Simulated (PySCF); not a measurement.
## Computed properties of C₃H₇FOSi, SMILES C/C(=C\F)[SiH2]O

C₃H₇FOSi, SMILES C(=C(/C)[SiH2]O)/F. Geometry optimised at PBE0-D3(BJ)/def2-SVP. The structure was generated by enumeration; whether it is a known compound was not checked. Other conformers were not sampled. All values are computed for the isolated molecule unless a solvent is named; none is compared with measurement here.

**Structure.** All 33 harmonic modes at PBE0-D3(BJ)/def2-SVP (PySCF) are real, so it is a minimum. With heavy atoms numbered as in [CH3:1]/[C:2](=[CH:3]\[F:4])[SiH2:5][OH:6], the shortest bond between them is C3–F4 at 1.334 Å and the longest C2–Si5 at 1.868 Å.

**Vibrations.** The strongest infrared lines (harmonic, unscaled, degenerate partners summed) lie at 924 cm⁻¹ (195 km/mol, H 62 %, Si 23 %, O 11 %), 1743 cm⁻¹ (154 km/mol, C 94 %), 2203 cm⁻¹ (147 km/mol, H 97 %). The softest mode is at 67 cm⁻¹ and the zero-point energy is 59.5 kcal/mol.

**Electronic structure.** B3LYP/def2-TZVP (PySCF) places the frontier levels at -7.15 and -0.27 eV, a gap of 6.88 eV, and gives a dipole moment of 1.35 D and a mean polarisability of 65.4 bohr³. PBE/def2-TZVP (PySCF) at the same geometry gives -6.16 and -0.99 eV, so its gap is 1.71 eV narrower. An orbital gap is neither the optical nor the fundamental gap.

**Excitations.** TDA-PBE0/def2-SVPD (PySCF) has S1 at 6.18 eV (201 nm, f = 0.004, weak); the most intense of the 10 singlets computed lies at 7.39 eV (f = 0.39). T1 (TDA) is at 4.24 eV, 1.94 eV under S1. TDA-PBE/def2-SVPD (PySCF) puts S1 at 5.35 eV. No vertical singlet excitation falls in the visible range (under 3.1 eV).

**NMR.** GIAO shifts at HF/pcSseg-1 (PySCF) (non-relativistic, atoms alike by connectivity averaged): ¹³C from 10.0 to 161.2 ppm against TMS; ¹H from 1.5 to 6.9 ppm against TMS; ²⁹Si at -24.3 ppm against TMS; ¹⁹F at -90.1 ppm against CFCl3.
